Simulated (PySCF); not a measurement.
Br$_{3}$Sb, charge -1, doublet, geometry from GFN2-xTB (a state made from the parent by changing its charge; the spin is typed, not shown lowest) (core potentials on Sb). Base run: DF-PBE/def2-TZVP run with PySCF.

The PySCF input:
```python
from pyscf import gto, scf, dft

mol = gto.Mole()
mol.atom = '''
    Sb    0.48437488   -0.14074905    0.02308116
    Br   -0.13874346   -2.90734237    0.00130489
    Br    1.43832259    2.52971228    0.06062194
    Br   -2.00538253    0.58272157   -0.09555938
'''
mol.basis = 'def2-tzvp'
mol.ecp = {'Sb': 'def2-tzvp'}
mol.charge = -1
mol.spin = 1
mol.verbose = 4
mol.build()

mf = dft.UKS(mol)
mf.xc = 'pbe'
mf = mf.density_fit(auxbasis='def2-universal-jkfit')
mf.kernel()
```

The base run was repeated with changes; each row names its change, and settings that it needs were set with it.

| change | E (Eh) | HOMO (eV) | <S^2> | core-seconds (rough) |
|---|---|---|---|---|
| base | -7961.77635 | -1.01 | 0.753 | 40 |
| functional = pbe0; dispersion = d3bj | -7962.05415 | -2.21 | 0.754 | 20 |
| functional = tpss | -7962.56569 | -1.16 | 0.753 | 50 |
| functional = wb97x | -7963.05538 | -4.38 | 0.754 | 30 |
| functional = pw6b95 | -7966.47156 | -2.17 | 0.753 | 40 |
| functional = pbe; dispersion = d3zero | -7961.77804 | -1.01 | 0.753 | 30 |
| functional = pw91,pw91 | -7963.46638 | -1.05 | 0.753 | 30 |
| functional = camb3lyp | -7963.29700 | -3.44 | 0.754 | 30 |
| functional = blyp; dispersion = d3bj | -7962.98321 | -0.78 | 0.752 | 30 |
| functional = b3lyp; dispersion = d3bj | -7963.11586 | -1.90 | 0.753 | 20 |
| functional = o3lyp | -7964.82327 | -1.47 | 0.755 | 30 |
| functional = hse06 | -7961.99503 | -1.78 | 0.754 | 50 |
| functional = m06 | -7962.73208 | -1.96 | 0.752 | 40 |

Absolute energies of different levels of theory aren't comparable as measures of quality.

Open shells are given as the SCF converged; they aren't shown to be the lowest states, and a large step between rows can be another state.
